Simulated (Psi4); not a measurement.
lithium atom (Li), doublet; B3LYP/cc-pVDZ (Psi4).

Input for Psi4:
```
memory 2 GB

molecule {
0 2
Li    0.00000000    0.00000000    0.00000000
}

set {
  basis cc-pvdz
  reference uks
}

energy('b3lyp')
print_variables()
```

It wrote (shortened):

```
   => Loading Basis Set <=

    Name: CC-PVDZ
    Role: ORBITAL
    Keyword: BASIS

         ---------------------------------------------------------
                                   SCF
               by Justin Turney, Rob Parrish, Andy Simmonett
                          and Daniel G. A. Smith
                              UKS Reference
         ---------------------------------------------------------

  ==> Geometry <==

    Molecular point group: d2h
    Geometry (in Angstrom), charge = 0, multiplicity = 2:

       Center              X                  Y                   Z               Mass
    ------------   -----------------  -----------------  -----------------  -----------------
         LI           0.000000000000     0.000000000000     0.000000000000     7.016003436600

  Running in d2h symmetry.

  Rotational constants: A = ************  B = ************  C = ************ [cm^-1]
  Rotational constants: A = ************  B = ************  C = ************ [MHz]
  Nuclear repulsion =    0.000000000000000

  Charge       = 0
  Multiplicity = 2
  Electrons    = 3
  Nalpha       = 2
  Nbeta        = 1

  ==> Algorithm <==

  SCF Algorithm Type is DF.
  DIIS enabled.
  MOM disabled.
  Fractional occupation disabled.
  Guess Type is CORE.
  Energy threshold   = 1.00e-06
  Density threshold  = 1.00e-06
  Integral threshold = 1.00e-12

  ==> Primary Basis <==

  Basis Set: CC-PVDZ
    Blend: CC-PVDZ
    Number of shells: 6
    Number of basis functions: 14
    Number of Cartesian functions: 15
    Spherical Harmonics?: true
    Max angular momentum: 2

  ==> DFT Potential <==

   => LibXC <=

    Version 7.1.2
    S. Lehtola, C. Steigemann, M. J. T. Oliveira, and M. A. L. Marques,  SoftwareX 7, 1–5 (2018) (10.1016/j.softx.2017.11.002)

   => Composite Functional: B3LYP <=

    B3LYP Hyb-GGA Exchange-Correlation Functional

    P. J. Stephens, F. J. Devlin, C. F. Chabalowski, and M. J. Frisch,  J. Phys. Chem. 98, 11623 (1994) (10.1021/j100096a001)

    Deriv               =              1
    GGA                 =           TRUE
    Meta                =          FALSE

    Exchange Hybrid     =           TRUE
    MP2 Hybrid          =          FALSE

   => Exchange Functionals <=

    0.0800   Slater exchange
    0.7200         Becke 88

   => Exact (HF) Exchange <=

    0.2000               HF

   => Correlation Functionals <=

    0.1900   Vosko, Wilk & Nusair (VWN5_RPA)
    0.8100   Lee, Yang & Parr

   => LibXC Density Thresholds  <==

    XC_HYB_GGA_XC_B3LYP:  1.00E-15

   => Molecular Quadrature <=

    Radial Scheme          =       TREUTLER
    Pruning Scheme         =           NONE
    Nuclear Scheme         =       TREUTLER

    Blocking Scheme        =         OCTREE
    BS radius alpha        =              1
    Pruning alpha          =              1
    Radial Points          =             75
    Spherical Points       =            302
    Total Points           =          22040
    Total Blocks           =            252
    Max Points             =            245
    Max Functions          =             14
    Weights Tolerance      =       1.00E-15

   => Loading Basis Set <=

    Name: (CC-PVDZ AUX)
    Role: JKFIT
    Keyword: DF_BASIS_SCF

  ==> Integral Setup <==

  SCF_SUBTYPE=INCORE selected. In-core MEM_DF algorithm will be used.
  Using in-core AOs.

  ==> MemDFJK: Density-Fitted J/K Matrices <==

    J tasked:                   Yes
    K tasked:                   Yes
    wK tasked:                   No
    Algorithm:                 Core
    Schwarz Cutoff:           1E-12
    Mask sparsity (%):       0.0000
    Fitting Condition:        1E-10

   => Auxiliary Basis Set <=

  Basis Set: (CC-PVDZ AUX)
    Blend: DEF2-UNIVERSAL-JKFIT
    Number of shells: 17
    Number of basis functions: 51
    Number of Cartesian functions: 60
    Spherical Harmonics?: true
    Max angular momentum: 3

  Minimum eigenvalue in the overlap matrix is 3.6259290449E-02.
  Reciprocal condition number of the overlap matrix is 1.8464397127E-02.
    Using symmetric orthogonalization.

  ==> Pre-Iterations <==

  SCF Guess: Core (One-Electron) Hamiltonian.

   -------------------------------------------------------
    Irrep   Nso     Nmo     Nalpha   Nbeta   Ndocc  Nsocc
   -------------------------------------------------------
     Ag         5       5       2       1       1       1
     B1g        1       1       0       0       0       0
     B2g        1       1       0       0       0       0
     B3g        1       1       0       0       0       0
     Au         0       0       0       0       0       0
     B1u        2       2       0       0       0       0
     B2u        2       2       0       0       0       0
     B3u        2       2       0       0       0       0
   -------------------------------------------------------
    Total      14      14       2       1       1       1
   -------------------------------------------------------

  ==> Iterations <==

                           Total Energy        Delta E     RMS |[F,P]|

   @DF-UKS iter   1:    -7.45642160470648   -7.45642e+00   1.98326e-02 DIIS/ADIIS
   @DF-UKS iter   2:    -7.49052560202879   -3.41040e-02   2.05780e-03 DIIS/ADIIS
   @DF-UKS iter   3:    -7.49140883449867   -8.83232e-04   2.23797e-04 DIIS/ADIIS
   @DF-UKS iter   4:    -7.49141829750065   -9.46300e-06   3.69337e-06 DIIS
   @DF-UKS iter   5:    -7.49141830016355   -2.66290e-09   1.59800e-07 DIIS
  Energy and wave function converged.

  ==> Post-Iterations <==

   Electrons on quadrature grid:
      Nalpha   =    2.0000000000 ; deviation = 7.131e-12
      Nbeta    =    1.0000000000 ; deviation = 6.941e-12
      Ntotal   =    3.0000000000 ; deviation = 1.407e-11

   @Spin Contamination Metric:   3.870108515E-07
   @S^2 Expected:                7.500000000E-01
   @S^2 Observed:                7.500003870E-01
   @S   Expected:                5.000000000E-01
   @S   Observed:                5.000000000E-01

    Orbital Energies [Eh]
    ---------------------

    Alpha Occupied:

       1Ag    -2.033004     2Ag    -0.134778

    Alpha Virtual:

       1B1u   -0.032260     1B2u   -0.032260     1B3u   -0.032260
       2B1u    0.071143     2B2u    0.071143     2B3u    0.071143
       3Ag     0.083873     4Ag     0.217816     5Ag     0.217816
       1B2g    0.217816     1B3g    0.217816     1B1g    0.217816

    Beta Occupied:

       1Ag    -2.025739

    Beta Virtual:

       2Ag    -0.067583     1B1u   -0.014762     1B3u   -0.014762
       1B2u   -0.014762     2B1u    0.088119     2B3u    0.088119
       2B2u    0.088119     3Ag     0.093449     4Ag     0.256990
       5Ag     0.256990     1B1g    0.256990     1B2g    0.256990
       1B3g    0.256990

    Final Occupation by Irrep:
             Ag   B1g   B2g   B3g    Au   B1u   B2u   B3u
    DOCC [     1,    0,    0,    0,    0,    0,    0,    0 ]
    SOCC [     1,    0,    0,    0,    0,    0,    0,    0 ]
    NA   [     2,    0,    0,    0,    0,    0,    0,    0 ]
    NB   [     1,    0,    0,    0,    0,    0,    0,    0 ]

  @DF-UKS Final Energy:    -7.49141830016355

   => Energetics <=

    Nuclear Repulsion Energy =              0.0000000000000000
    One-Electron Energy =                  -9.7163501344538332
    Two-Electron Energy =                   3.7075201691812349
    DFT Exchange-Correlation Energy =      -1.4825883348909561
    Empirical Dispersion Energy =           0.0000000000000000
    VV10 Nonlocal Energy =                  0.0000000000000000
    Total Energy =                         -7.4914183001635539

  UHF NO Occupations:
  HONO-1 :    1 Ag 1.9999998
  HONO-0 :    2 Ag 1.0000000
  LUNO+0 :    3 Ag 0.0000002
  LUNO+1 :    2B3u 0.0000000
  LUNO+2 :    1B3u 0.0000000
  LUNO+3 :    2B2u 0.0000000

Computation Completed

Properties will be evaluated at   0.000000,   0.000000,   0.000000 [a0]

Properties computed using the SCF density matrix

 Multipole Moments:

 ------------------------------------------------------------------------------------
     Multipole            Electronic (a.u.)      Nuclear  (a.u.)        Total (a.u.)
 ------------------------------------------------------------------------------------

 L = 1.  Multiply by 2.5417464519 to convert [e a0] to [Debye]
 Dipole X            :          0.0000000            0.0000000            0.0000000
 Dipole Y            :          0.0000000            0.0000000            0.0000000
 Dipole Z            :          0.0000000            0.0000000            0.0000000
 Magnitude           :                                                    0.0000000

 ------------------------------------------------------------------------------------

  Variable Map:
  ----------------------------------------------------------------------------
  "CURRENT ENERGY"              =>      -7.491418300164
  "CURRENT REFERENCE ENERGY"    =>      -7.491418300164
  "DD SOLVATION ENERGY"         =>       0.000000000000
  "DFT FUNCTIONAL TOTAL ENERGY" =>      -7.491418300164
  "DFT TOTAL ENERGY"            =>      -7.491418300164
  "DFT VV10 ENERGY"             =>       0.000000000000
  "DFT XC ENERGY"               =>      -1.482588334891
  "GRID ELECTRONS ALPHA"        =>       2.000000000007
  "GRID ELECTRONS BETA"         =>       1.000000000007
  "GRID ELECTRONS TOTAL"        =>       3.000000000014
  "NUCLEAR REPULSION ENERGY"    =>       0.000000000000
  "ONE-ELECTRON ENERGY"         =>      -9.716350134454
  "PCM POLARIZATION ENERGY"     =>       0.000000000000
  "PE ENERGY"                   =>       0.000000000000
  "SCF ITERATION ENERGY"        =>      -7.491418300164
  "SCF ITERATIONS"              =>       5.000000000000
  "SCF TOTAL ENERGY"            =>      -7.491418300164
  "TWO-ELECTRON ENERGY"         =>       3.707520169181
  "XC GRID RADIAL POINTS"       =>      75.000000000000
  "XC GRID SPHERICAL POINTS"    =>     302.000000000000
  "XC GRID TOTAL POINTS"        =>   22040.000000000000

  Array Variable Map:
  ----------------------------------------------------------------------------
  "CURRENT DIPOLE"              =>       0.000000000000 ... 0.000000000000 1 by 3
  "SCF DIPOLE"                  =>       0.000000000000 ... 0.000000000000 1 by 3
  "SCF TOTAL ENERGIES"          =>      -7.456421604706 ... -7.491418300164 1 by 5
```
